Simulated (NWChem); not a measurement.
System: 1,1-difluoroethane (C$_{2}$H$_{4}$F$_{2}$); SMILES CC(F)F

NWChem input:

```
start job
memory heap 200 mb stack 900 mb global 1100 mb
geometry units angstroms noautoz
  C     -0.113080     1.366535     0.000000
  C      0.350818    -0.060260     0.000000
  F     -0.122764    -0.705529    -1.092215
  F     -0.122764    -0.705529     1.092215
  H     -1.212214     1.387995     0.000000
  H      0.256316     1.886308    -0.894476
  H      0.256316     1.886308     0.894476
  H      1.451454    -0.162517     0.000000
end
basis spherical
  * library def2-svp
end
dft
  xc b3lyp
  iterations 150
  grid xfine
end
task dft gradient
```

NWChem printed, in part:

```
             Northwest Computational Chemistry Package (NWChem) 7.3.0
             --------------------------------------------------------

 CS  symmetry detected

                             Geometry "geometry" -> ""
                             -------------------------

 Output coordinates in angstroms (scale by  1.889725989 to convert to a.u.)

  No.       Tag          Charge          X              Y              Z
 ---- ---------------- ---------- -------------- -------------- --------------
    1 C                    6.0000    -0.11607983    -1.36219971     0.00000000
    2 C                    6.0000     0.35192675     0.06325292     0.00000000
    3 F                    9.0000    -0.11979431     0.70988359    -1.09221500
    4 F                    9.0000    -0.11979431     0.70988359     1.09221500
    5 H                    1.0000    -1.21527109    -1.38049309     0.00000000
    6 H                    1.0000     0.25181721    -1.88303475    -0.89447600
    7 H                    1.0000     0.25181721    -1.88303475     0.89447600
    8 H                    1.0000     1.45285277     0.16233864     0.00000000

 Effective nuclear repulsion energy (a.u.)     132.8145384597

      Symmetry information
      --------------------

 Group name             Cs
 Group number              2
 Group order               2
 No. of unique centers     6

                                 NWChem DFT Module
                                 -----------------

 Summary of "ao basis" -> "ao basis" (spherical)
 ------------------------------------------------------------------------------
       Tag                 Description            Shells   Functions and Types
 ---------------- ------------------------------  ------  ---------------------
 C                          def2-svp                 6       14   3s2p1d
 F                          def2-svp                 6       14   3s2p1d
 H                          def2-svp                 3        5   2s1p

      Symmetry analysis of basis
      --------------------------

        a'         47
        a"         29

            General Information
            -------------------
          SCF calculation type: DFT
          Wavefunction type:  closed shell.
          No. of atoms     :     8
          No. of electrons :    34
           Alpha electrons :    17
            Beta electrons :    17
          Charge           :     0
          Spin multiplicity:     1
          Use of symmetry is: on ; symmetry adaption is: on
          Maximum number of iterations: 150
          AO basis - number of functions:    76
                     number of shells:    36
          Convergence on energy requested:  1.00D-06
          Convergence on density requested:  1.00D-05
          Convergence on gradient requested:  5.00D-04

              XC Information
              --------------
                         B3LYP Method XC Potential
                     Hartree-Fock (Exact) Exchange  0.200
                        Slater Exchange Functional  0.800 local
                    Becke 1988 Exchange Functional  0.720 non-local
              Lee-Yang-Parr Correlation Functional  0.810
                  VWN I RPA Correlation Functional  0.190 local

             Grid Information
             ----------------
          Grid used for XC integration:  xfine
          Radial quadrature: Mura-Knowles
          Angular quadrature: Lebedev.
          Tag              B.-S. Rad. Rad. Pts. Rad. Cut. Ang. Pts.
          ---              ---------- --------- --------- ---------
          C                   0.70      100           8.0      1454
          F                   0.50      100          10.0      1454
          H                   0.35      100          10.0      1202
          Grid pruning is: on
          Number of quadrature shells:   600
          Spatial weights used:  Erf1

      Superposition of Atomic Density Guess
      -------------------------------------

 Sum of atomic energies:        -275.83175982

      Non-variational initial energy
      ------------------------------

 Total energy =    -277.492514
 1-e energy   =    -644.707473
 2-e energy   =     234.400421
 HOMO         =      -0.382711
 LUMO         =       0.131037

      Symmetry analysis of molecular orbitals - initial
      -------------------------------------------------

  Numbering of irreducible representations:

     1 a'          2 a"

  Orbital symmetries:

     1 a'          2 a"          3 a'          4 a'          5 a'
     6 a"          7 a'          8 a'          9 a"         10 a'
    11 a'         12 a"         13 a"         14 a'         15 a"
    16 a'         17 a'         18 a'         19 a'         20 a"
    21 a'         22 a"         23 a'         24 a'         25 a'
    26 a"         27 a'

   convergence    iter        energy       DeltaE   RMS-Dens  Diis-err
 ---------------- ----- ----------------- --------- --------- ---------
 d= 0,ls=0.0,diis     1   -278.0000223090 -4.11D+02  1.68D-02  8.72D-01
 d= 0,ls=0.0,diis     2   -277.9613133148  3.87D-02  8.54D-03  1.52D+00
 d= 0,ls=0.0,diis     3   -278.0951488595 -1.34D-01  1.21D-03  2.03D-02
 d= 0,ls=0.0,diis     4   -278.0963572794 -1.21D-03  5.42D-04  3.61D-03
 d= 0,ls=0.0,diis     5   -278.0966817609 -3.24D-04  8.46D-05  6.64D-05
  Resetting Diis
 d= 0,ls=0.0,diis     6   -278.0966899283 -8.17D-06  1.84D-05  2.72D-06
 d= 0,ls=0.0,diis     7   -278.0966902413 -3.13D-07  9.29D-06  2.62D-07

         Total DFT energy =     -278.096690241327
      One electron energy =     -647.125198018275
           Coulomb energy =      269.500590591143
    Exchange-Corr. energy =      -33.286621273871
 Nuclear repulsion energy =      132.814538459677

 Numeric. integr. density =       34.000000022975

                  Occupations of the irreducible representations
                  ----------------------------------------------

                     irrep           alpha         beta
                     --------     --------     --------
                     a'               11.0         11.0
                     a"                6.0          6.0

                       DFT Final Molecular Orbital Analysis
                       ------------------------------------

 Vector   15  Occ=2.000000D+00  E=-3.952223D-01  Symmetry=a'
              MO Center= -3.3D-02, -3.1D-01,  5.6D-14, r^2= 2.6D+00
   Bfn.  Coefficient  Atom+Function         Bfn.  Coefficient  Atom+Function
  ----- ------------  ---------------      ----- ------------  ---------------
    33      0.284352  3 F  py                47      0.284352  4 F  py
     5     -0.225627  1 C  py                 4      0.206832  1 C  px
    57     -0.205139  5 H  s                 36     -0.196012  3 F  py
    50     -0.196012  4 F  py                72     -0.180076  8 H  s
    32     -0.161822  3 F  px                46     -0.161822  4 F  px

 Vector   16  Occ=2.000000D+00  E=-3.855318D-01  Symmetry=a"
              MO Center= -6.8D-02,  1.4D-01, -8.2D-14, r^2= 2.5D+00
   Bfn.  Coefficient  Atom+Function         Bfn.  Coefficient  Atom+Function
  ----- ------------  ---------------      ----- ------------  ---------------
    33      0.310485  3 F  py                47     -0.310485  4 F  py
    34      0.297871  3 F  pz                48      0.297871  4 F  pz
     6      0.227618  1 C  pz                36     -0.208521  3 F  py
    50      0.208521  4 F  py                37     -0.202969  3 F  pz
    51     -0.202969  4 F  pz                62     -0.174071  6 H  s

 Vector   17  Occ=2.000000D+00  E=-3.357566D-01  Symmetry=a'
              MO Center=  2.0D-01,  1.0D-01, -5.3D-15, r^2= 2.1D+00
   Bfn.  Coefficient  Atom+Function         Bfn.  Coefficient  Atom+Function
  ----- ------------  ---------------      ----- ------------  ---------------
    72      0.293552  8 H  s                 32      0.286483  3 F  px
    46      0.286483  4 F  px                 5     -0.260662  1 C  py
    18      0.247881  2 C  px                 3     -0.232866  1 C  s
    33      0.210383  3 F  py                47      0.210383  4 F  py
    19      0.205024  2 C  py                35     -0.197151  3 F  px

 Vector   18  Occ=0.000000D+00  E= 6.345690D-02  Symmetry=a'
              MO Center=  6.4D-01, -1.3D+00, -1.0D-16, r^2= 5.0D+00
   Bfn.  Coefficient  Atom+Function         Bfn.  Coefficient  Atom+Function
  ----- ------------  ---------------      ----- ------------  ---------------
     3      2.103457  1 C  s                 63     -1.132369  6 H  s
    68     -1.132369  7 H  s                 73     -1.099027  8 H  s
    58     -0.654210  5 H  s                 21      0.550618  2 C  px
    17      0.517258  2 C  s                  8     -0.418838  1 C  py
    18      0.221220  2 C  px                 5     -0.176100  1 C  py

[...]

                         DFT ENERGY GRADIENTS

    atom               coordinates                        gradient
                 x          y          z           x          y          z
   1 C      -0.219359  -2.574184   0.000000    0.000869   0.003389   0.000000
   2 C       0.665045   0.119531   0.000000   -0.005180   0.002207   0.000000
   3 F      -0.226378   1.341485  -2.063987    0.002392  -0.003537   0.006298
   4 F      -0.226378   1.341485   2.063987    0.002392  -0.003537  -0.006298
   5 H      -2.296529  -2.608754   0.000000    0.000730   0.000196   0.000000
   6 H       0.475866  -3.558420  -1.690315   -0.000201   0.000566   0.000626
   7 H       0.475866  -3.558420   1.690315   -0.000201   0.000566  -0.000626
   8 H       2.745494   0.306776   0.000000   -0.000802   0.000151   0.000000
```

Level: B3LYP/def2-SVP. Geometry: optimised at PBE0/def2-SVP. B3LYP is NWChem's, with the RPA form of VWN correlation.
